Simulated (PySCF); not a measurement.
## Basis and Hamiltonian dependence of the excitation energy of Nb

Nb [Kr] 4d4 5s1 (6D) → Nb [Kr] 4d3 5s2 (4F). Calculated with PySCF 2.14 from differences of total energies of unrestricted determinants, without spin-orbit coupling. Values in eV.

```
                                                                                                         basis       Hamiltonian  functions    UHF    LDA   PBE0  MP2 (valence)  CCSD(T) (valence)  CCSD(T) (valence and next inner shell)
                                                                                  aug-cc-pVDZ-PP with ECP28MDF               ECP         54  0.761  0.696  0.782          0.363              0.154                                     n/a
                                                                                                  ANO-RCC-VTZP     spin-free X2C         68  0.721  0.766  0.833          0.411              0.181                                   0.270
                                                                                aug-cc-pwCVDZ-PP with ECP28MDF               ECP         70  0.722  0.696  0.777          0.374              0.167                                   0.133
                                                                                                  x2c-TZVPPall     spin-free X2C         79  0.732  0.781  0.846          0.379              0.159                                   0.219
                                                       def2-QZVPPD with the def2 core potential (28 electrons)               ECP         81  0.711  0.681  0.759          0.336              0.141                                   0.190
                                                                                  aug-cc-pVTZ-PP with ECP28MDF               ECP         88  0.723  0.698  0.778          0.328              0.138                                     n/a
                                             x2c-TZVPPall with one added diffuse shell each of s, p, d, f type     spin-free X2C         95  0.732  0.781  0.847          0.372              0.166                                   0.223
                                                                                                aug-cc-pVTZ-DK     spin-free X2C        102  0.722  0.770  0.832          0.329              0.134                                     n/a
def2-QZVPP with one added diffuse shell each of s, p, d, f, g type with the def2 core potential (28 electrons)               ECP        106  0.710  0.682  0.760          0.329                n/a                                     n/a
                                                                                                  x2c-QZVPPall     spin-free X2C        111  0.718  0.773  0.834          0.343                n/a                                     n/a
                          aug-cc-pVTZ-PP with one added diffuse shell each of s, p, d, f, g type with ECP28MDF               ECP        113  0.723  0.697  0.778          0.327                n/a                                     n/a
                                                                                aug-cc-pwCVTZ-PP with ECP28MDF               ECP        122  0.714  0.698  0.775          0.329                n/a                                     n/a
                                                                                                    dyall-av2z  non-relativistic        136  1.178    n/a    n/a          0.836              0.613                                     n/a
                                                                                              aug-cc-pwCVTZ-DK     spin-free X2C        136  0.717  0.778  0.835          0.330                n/a                                     n/a
```

Frozen in the all-electron rows: valence: [Kr]; valence and next inner shell: [Ar] 3d10; with a core potential, the same shells as far as they lie outside it.

Non-relativistic rows lack the scalar-relativistic shift.

Reference for a calculation without spin-orbit coupling: 0.184 eV (measured, between term centres; NIST).
